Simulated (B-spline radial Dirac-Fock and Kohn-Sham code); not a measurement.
## Atomic SCF run for Re⁺

ΔSCF core binding energies without Breit or QED terms, calculated with a radial atomic solver. Keys: rel is the Hamiltonian (dirac, or spin-free x2c and nr, where L3 and M5 stand for the whole 2p and 3d shells), method is hf or an exchange,correlation pair (spin-unpolarised, also for the hole states), nuc the nuclear model, radius_factor scales its radius, rmax is the box in bohr, h the logarithmic mesh step, order the B-spline order, points the quadrature points per cell, c_factor scales the speed of light, and damp, ndamp, maxit and tol steer the iteration. The run stops when the commutator error falls below 10·tol·max(1, Z/10), or the numerical noise floor, and the energy has settled to about 1e-8 Ha; the virial ratio is −V/T.

Input (task.json):

```json
{"items": [{"Z": 75, "q": 1, "cfg": [[1, 0, 2], [2, 0, 2], [2, 1, 6], [3, 0, 2], [3, 1, 6], [3, 2, 10], [4, 0, 2], [4, 1, 6], [4, 2, 10], [4, 3, 14], [5, 0, 2], [5, 1, 6], [5, 2, 5], [6, 0, 1]], "A": 187, "rrms": 5.3698, "do": "settings", "holes": ["K", "L3", "M5"],
  "settings": [{"rel": "dirac", "method": "hf", "nuc": "fermi", "radius_factor": 1.0, "rmax": 45.0, "h": 0.3, "order": 4, "points": 10, "c_factor": 1.0, "maxit": 80, "damp": 0.5, "ndamp": 3, "tol": 1e-08}]}]}
```

Command: `python xray2_run.py task.json out`

Ground-state iterations:

```
iter   energy (Ha)        error
   1   -16706.19800633  2.18e+00
   2   -16706.71499583  2.07e-01
   3   -16707.21153401  2.96e-02
   4   -16707.21763314  7.57e-03
   5   -16707.21816582  1.92e-03
   6   -16707.21817644  1.80e-03
   7   -16707.21821309  1.61e-04
   8   -16707.21821341  5.53e-05
   9   -16707.21821346  5.22e-06
  10   -16707.21821346  7.51e-07
  11   -16707.21821346  2.72e-08
```

The ground state converged in 11 iterations, with total energy -16707.21821 Ha, virial ratio 1.88497 and highest orbital energy -14.88 eV. ΔSCF binding energies: K (1s) 72055.9 eV, L3 (2p3/2) 10582.7 eV, M5 (3d5/2) 1904.1 eV.

Q: One setting is unsound. Which, and why?

A: order is too low for an accurate radial basis. With the default settings (Dirac Hartree-Fock): The ground state converged in 10 iterations, with total energy -16707.31787 Ha, virial ratio 1.88497 and highest orbital energy -14.88 eV. ΔSCF binding energies: K (1s) 72055.8 eV, L3 (2p3/2) 10582.6 eV, M5 (3d5/2) 1904.1 eV.
